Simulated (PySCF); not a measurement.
Al(All)(Cl)(F) (C3H5AlClF), SMILES C=C[CH2][Al]([F])[Cl]. Coordinates come from a PBE-D3(BJ)/def2-SVP optimisation. The structure was generated by enumeration; whether it is a known compound was not checked. One conformer was computed; it need not be the lowest.

### Question
Give the equilibrium geometry at PBE-D3(BJ)/def2-SVP (PySCF confirms it by a frequency run) as Cartesian coordinates in Å. (Estimate from the structure and the level; the computed values follow.)

### Answer
Several could match; the one computed here: 
```xyz
11

Al     0.2335    -0.1565     0.4619
C     -0.0468    -1.7077    -0.6971
C     -0.2531    -0.6652    -1.7524
C      0.6941     0.2111    -2.1949
H     -0.9060    -2.3811    -0.5468
H      0.9044    -2.2668    -0.7961
H     -1.2966    -0.4915    -2.0758
H      1.7568     0.1148    -1.9108
H      0.4320     1.0271    -2.8840
Cl    -1.3282     0.9777     1.3125
F      1.8099     0.2646     0.8625
```
Charge 0, spin multiplicity 1.
